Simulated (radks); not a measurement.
Values are calculated unless marked as measured or tabulated.
Problem. Coherent X-ray form factor from a spherical all-electron density. Level of theory: Dirac Kohn-Sham, PBE, spin-unpolarised, spherical densities, finite nucleus; Fermi nuclear charge, rms radius of each element as measured or else 0.836 A^(1/3) + 0.57 fm (a radial shooting solver on a logarithmic mesh with Libxc functionals).

sin(theta)/lambda (1/angstrom)  f0 (electrons)
0.05                                    76.382
0.1                                     74.609
0.15                                    71.904
0.2                                     68.567
0.25                                    64.907
0.3                                     61.181
0.4                                     54.198
0.5                                     48.277
0.6                                     43.389
0.8                                     35.714
1                                       29.682
1.25                                    23.811
1.5                                     19.679
2                                       15.140

The species is in the configuration that NIST lists as its ground one. Which atom or ion scatters so?

Solution. The thallium ion Tl4+, [Xe] 4f14 5d9. Extrapolating in s^2 from the first two rows gives f0(0) = 77.0, near the electron count 77; among species with that count, the fall with angle is slower the higher Z, and the table is that of Z = 81; from so few rows the species is fixed only to a neighbour or two.
